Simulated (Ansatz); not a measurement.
Ansatz results at the PBE0-D4/def2-TZVP geometry: LUMO energy (PBE0/def2-TZVPP) -0.29 eV; size of the dipole moment (ωB97M-V/def2-TZVPP) 1.04 D; HOMO–LUMO gap (PBE0/def2-TZVPP) 7.53 eV.

Each molecule was computed in one conformer, which needn't be the lowest.

Problem. Which molecule gave them?
A. `N[SiH]([SiH3])O[SiH3]`
B. `C[SiH]1C=CO1`
C. `N[SiH2]O[SiH2][SiH3]`
D. `O[SiH2]N[SiH2][SiH3]`

Solution. D. The others give `N[SiH2]O[SiH2][SiH3]`: -0.12, 1.44, 7.71; `N[SiH]([SiH3])O[SiH3]`: -0.15, 1.70, 7.54; `C[SiH]1C=CO1`: 0.06, 1.36, 6.88.
